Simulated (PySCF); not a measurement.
Worked example: dipole moment from atomic charges

CH3ClFInO, SMILES C[O][In]([F])[Cl]. Atoms are numbered in the order given.

```xyz
8

In    -0.0321    -0.2126     0.2792
F     -0.1382    -1.1457     1.9779
Cl     0.4417     2.0664     0.2822
O     -0.3776    -1.1888    -1.4020
C     -0.1998    -0.5946    -2.6616
H      0.7824    -0.8582    -3.0954
H     -0.9793    -0.9735    -3.3450
H     -0.2745     0.5089    -2.6549
```
Charge 0, spin multiplicity 1.

Geometry optimised at PBE0-D3(BJ)/def2-SVP. The structure was generated by enumeration; whether it is a known compound was not checked. The def2 effective core potentials stand for the cores of In; spin–orbit coupling is left out. Other conformers were not sampled.

Charges (e) from PBE/def2-TZVP (PySCF):

```tsv
atom	ESP fit	Mulliken
In1	0.959	0.958
F2	-0.399	-0.405
Cl3	-0.285	-0.316
O4	-0.370	-0.396
C5	-0.189	-0.206
H6	0.101	0.118
H7	0.127	0.127
H8	0.056	0.120
```

The dipole moment of the full density is 2.23 D.

Q: What dipole moment does each set of point charges give, and which comes closer to that of the density?

A: 
μ = Σ q r, and 1 e Å = 4.8032 D.
ESP fit: Σ q r = (0.015, 0.035, -0.466) e Å, |μ| = 2.25 D.
Mulliken: Σ q r = (0.011, 0.037, -0.628) e Å, |μ| = 3.02 D.
ESP fit comes closer in size. Point charges leave out the atoms' own dipoles (lone pairs, polarised bonds); fits to the potential absorb them, partitions of the density don't.
